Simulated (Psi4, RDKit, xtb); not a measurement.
Relaxed torsion scan: SMILES c1(ccccc1C#N)S. Scanned: dihedral C3–C8–S9–H14; all other coordinates were relaxed at GFN2-xTB. Points at φ and −φ are mirror images. Heavy atoms are numbered in the order of the SMILES N#Cc1ccccc1S, hydrogens after them in the order of the atoms that carry them; the mirror image has the same energies with the sign of each dihedral reversed. Each profile is relative to its own lowest point.

| φ / ° | A | B | C |
|---|---|---|---|
| -160 | 2.7 | 13.5 | 2.6 |
| -140 | 4.0 | 8.4 | 5.1 |
| -120 | 5.4 | 3.2 | 7.9 |
| -100 | 5.9 | 0.0 | 9.7 |
| -80 | 5.2 | 0.4 | 9.3 |
| -60 | 3.6 | 4.2 | 6.8 |
| -40 | 1.8 | 10.1 | 3.5 |
| -20 | 0.5 | 16.7 | 1.0 |
| 0 | 0.0 | 20.1 | 0.0 |
| 20 | 0.5 | 16.7 | 1.0 |
| 40 | 1.8 | 10.1 | 3.5 |
| 60 | 3.6 | 4.2 | 6.8 |
| 80 | 5.2 | 0.4 | 9.3 |
| 100 | 5.9 | 0.0 | 9.7 |
| 120 | 5.4 | 3.2 | 7.9 |
| 140 | 4.0 | 8.4 | 5.1 |
| 160 | 2.7 | 13.5 | 2.6 |
| 180 | 2.1 | 15.7 | 1.6 |

Energies in mEh.

### Question
Assign the columns to these levels of theory: B3LYP/def2-SVP // GFN2-xTB (Psi4 1.11); xtb 6.7.1 with GFN1-xTB // GFN2-xTB; RDKit 2026.03.6 with UFF // GFN2-xTB.

### Answer
A is B3LYP/def2-SVP; B is UFF; C is GFN1-xTB.
